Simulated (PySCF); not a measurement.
Predicted microwave data (CAM-B3LYP/def2-SVPD in PySCF (dipole) on a GFN2-xTB geometry, gas phase) for one isomer of C4H6ClNSi:

| Property | Result |
| --- | --- |
| Rotational constants | A = 2212, B = 1058, C = 777.1 MHz |
| Dipole components | \|μa\| = 3.23 D, \|μb\| = 1.94 D, \|μc\| = 0.51 D |
| Inertial defect | -55.80 u·Å² |
| κ | -0.61 |

Task: Which structure is it? (One computed conformer of each.)
A. `[N:1]#[C:2][CH2:3]/[CH:4]=[CH:5]\[SiH2:6][Cl:7]` with C2–C3–C4–C5 -107°, C4–C5–Si6–Cl7 180°
B. `[CH2:1]=[N:2][Si@@H:3]([Cl:4])[C:5]#[C:6][CH3:7]` with C1–N2–Si3–Cl4 -120°

Result: B. It is C=N[Si@@H](Cl)C#CC, an asymmetric top, point group C1. The candidates at the same level (rigid rotor, commonest isotopes):

| SMILES | A (MHz) | B (MHz) | C (MHz) | μa (D) | μb (D) | μc (D) | Δ (u·Å²) | point group | rotor |
| --- | --- | --- | --- | --- | --- | --- | --- | --- | --- |
| C=N[Si@@H](Cl)C#CC | 2212 | 1058 | 777.1 | 3.23 | 1.94 | 0.51 | -55.80 | C1 | asymmetric top |
| N#CC/C=C\[SiH2]Cl | 5221 | 665.2 | 638.3 | 0.91 | 2.52 | 2.09 | -64.81 | C1 | near-prolate asymmetric top |

`N#CC/C=C\[SiH2]Cl` has A 136 % too high. No structure here is proved a minimum.
